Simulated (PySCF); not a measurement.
C8H8.
SMILES with atom numbers: `[CH2:1]=[C:2]1[CH:3]=[CH:4][CH:5]=[CH:6][CH:7]=[CH:8]1` (hydrogens: H9, H10 on C1; H11 on C3; H12 on C4; H13 on C5; H14 on C6; H15 on C7; H16 on C8)

The closed-shell ground state was solved at several levels (PySCF, density fitting, gas phase, non-relativistic). Geometry: PBE0-D3(BJ)/def2-SVP; no solvent, vibrations or thermal averaging.

```tsv
level	basis functions	total energy (Eh)	HOMO (eV)	LUMO (eV)	gap (eV)	dipole (D)
PBE0/pcSseg-1	176	-309.1849	-5.58	-1.88	3.70	0.72
PBE/pcSseg-1	176	-309.1608	-4.75	-2.75	2.00	0.76
wB97X-D/def2-SVPD	224	-309.2747	-7.23	-0.18	7.05	0.69
```

(1) Estimate the row for B3LYP/pcJ-1, a basis of 296 functions; the other rows only guide the guess.

(2) Over all these levels, which gives the widest orbital gap and which the narrowest?

(3) How far do the dipole and the HOMO energy spread over the levels?

## Answers

(1) Total energy -309.6217 Eh, HOMO -5.37 eV, LUMO -2.03 eV, gap 3.34 eV, dipole 0.77 D.

(2) wB97X-D/def2-SVPD (range-separated hybrid) has the widest, 7.05 eV, and PBE/pcSseg-1 (GGA) the narrowest, 2.00 eV. Functional and basis both differ between the two, so the spread mixes both effects.

(3) The dipole runs from 0.69 to 0.77 D (mean 0.73 D) and the HOMO from -7.23 to -4.75 eV.

Note: wB97X-D ran without an empirical dispersion term, which enters the total energy and its gradient alone.
